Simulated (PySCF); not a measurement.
In(Cl)2(NH2) (Cl₂H₂InN), SMILES [NH2][In]([Cl])[Cl]. The structure is a stationary point at PBE0-D3(BJ)/def2-SVP. The def2 effective core potentials stand for the cores of In; spin–orbit coupling is left out. The values are those of a single conformer.

Problem. Give the equilibrium geometry at PBE0-D3(BJ)/def2-SVP (PySCF confirms it by a frequency run) as a Z-matrix, and its point group. (Estimate from the structure and the level; the computed values follow.)

Solution. One answer among several that fit: point group Cs.
```
In
N 1 2.0132
H 2 1.0171 1 115.42
H 2 1.0171 3 109.49 1 -132.25
Cl 1 2.3344 2 121.63 3 -158.23
Cl 1 2.3344 2 121.63 3 28.82
```
Charge 0, spin multiplicity 1.
